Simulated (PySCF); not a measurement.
C₂H₈N₂, charge +1, doublet, geometry from GFN2-xTB (a state made from the parent by changing its charge; the spin is typed, not shown lowest). Base run: PySCF with CCSD(T)/3-21G.

Here is a job for PySCF.
```python
from pyscf import gto, scf, cc

mol = gto.Mole()
mol.atom = '''
    N     1.778911    0.550319   -0.017299
    C     0.528591    0.367345    0.525254
    C    -0.528591   -0.367345   -0.525254
    N    -1.778911   -0.550319    0.017299
    H     2.435603   -0.214691   -0.053969
    H     1.954778    1.321030   -0.644121
    H     0.060921    1.322367    0.768963
    H     0.567518   -0.295666    1.390746
    H    -0.060921   -1.322367   -0.768963
    H    -0.567518    0.295666   -1.390746
    H    -2.435603    0.214691    0.053969
    H    -1.954778   -1.321030    0.644121
'''
mol.basis = '3-21g'
mol.charge = 1
mol.spin = 1
mol.verbose = 4
mol.build()

mf = scf.UHF(mol)
mf.kernel()

mycc = cc.CCSD(mf)
mycc.kernel()
et = mycc.ccsd_t()
print('E(CCSD(T)) = %.10f' % (mycc.e_tot + et))
mf.analyze()
```

Each row names what was changed in the base input (with any setting that the change needs).

| change | ΔE vs base (mEh) | MP2 correlation (Eh) | CC correlation without the perturbative part (Eh) | basis functions | core-seconds (rough) |
|---|---|---|---|---|---|
| base | 0.000 | -0.40820 | -0.44567 | 52 | 20 |
| method = cisd | ? | - | - | 52 | 3 |
| cc.diis_space = 10 | 0.000 | -0.40820 | -0.44567 | 52 | 20 |
| cc.diis_space = 3 | 0.000 | -0.40820 | -0.44567 | 52 | 20 |
| cc.conv_tol = 1e-9 | 0.000 | -0.40820 | -0.44567 | 52 | 20 |
| frozen = 3 | ? | ? | ? | 52 | 10 |
| density fitting = JK and correlation | 0.146 | -0.40807 | -0.44565 | 52 | 20 |
| method = ccsd | ? | -0.40820 | -0.44567 | 52 | 8 |
| cc.level_shift = 0.2 | 0.000 | -0.40820 | -0.44567 | 52 | 20 |
| frozen = 4 | 6.605 | -0.40123 | -0.43917 | 52 | 8 |

Question: Fill in the missing entries.

Answer: 
- method = cisd, ΔE vs base (mEh): 66.572
- frozen = 3, ΔE vs base (mEh): 5.311
- frozen = 3, MP2 correlation (Eh): -0.40262
- frozen = 3, CC correlation without the perturbative part (Eh): -0.44044
- method = ccsd, ΔE vs base (mEh): 12.254

Open shells are given as the SCF converged; they aren't shown to be the lowest states, and a large step between rows can be another state.
